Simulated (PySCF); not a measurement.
## Ta: electron affinity

Ta⁻ [Xe] 4f14 5d4 6s2 (5D) → Ta [Xe] 4f14 5d3 6s2 (4F), as a difference of total energies. Computed with PySCF 2.14 in x2c-TZVPPall with one added diffuse shell each of s, p, d, f type (12s8p8d4f1g, 113 functions), with the spin-free X2C one-electron Hamiltonian (Gaussian nucleus). Correlated levels: valence: [Xe] 4f14 frozen. The calculations carry no spin-orbit coupling.

**Question.** Order these methods by the electron affinity they give, lowest first.
A. UHF
B. CCSD(T) (valence)
C. CCSD (valence)
D. SCS-MP2 (valence)

**Answer.** D (-0.715 eV), A (-0.426 eV), C (0.141 eV), B (0.239 eV).

A first-order spin-orbit estimate (lowest level to lowest level, LS coupling) adds -0.165 eV.

Errors of the correlated levels include the incompleteness of this basis and the frozen core.

A negative affinity means that the anion lies above the atom at that level of theory.

The coupled-cluster amplitudes are large for Ta⁻ (T1 above 0.03 or a double amplitude above 0.15), so a single reference is strained.

For comparison: 0.329 eV (measured; photodetachment measurements, as compiled on the Wikipedia data page of electron affinities).
